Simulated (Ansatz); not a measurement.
```xyz
8

C     0.340   -0.499    1.215
Sn   -0.964    0.000   -0.448
O     0.173   -0.198   -2.044
F    -1.196    1.927   -0.375
H     1.055   -1.233    0.847
H    -0.235   -0.891    2.051
H     0.832    0.437    1.480
H    -0.005    0.457   -2.725
```

Total charge 0; spin multiplicity 2. Sn takes the def2 core potential.

Problem. List the r2SCAN/def2-TZVPP orbital energies in eV (Ansatz). (An estimate is asked.)

Solution. Computed: α occupied: -664.63, -515.60, -273.71, -137.42, -92.28, -92.24, -92.17, -29.49, -27.22, -26.65, -26.60, -26.56, -26.32, -24.88, -18.62, -13.07, -11.32, -10.96, -10.80, -9.28, -9.14, -8.98, -8.27, -7.72, -5.76. α empty: -0.58, -0.27, 0.45, 1.93, 2.46, 2.70, 2.87, 3.98. β occupied: -664.57, -515.49, -273.57, -137.38, -92.23, -92.20, -92.15, -29.38, -27.10, -26.54, -26.51, -26.50, -26.21, -24.68, -18.28, -12.82, -11.13, -10.84, -10.66, -9.13, -8.96, -8.65, -7.85, -7.53. β empty: -4.16, -0.14, 0.06, 0.81, 2.02, 2.67, 2.87, 2.93. ⟨S²⟩ = 0.756.
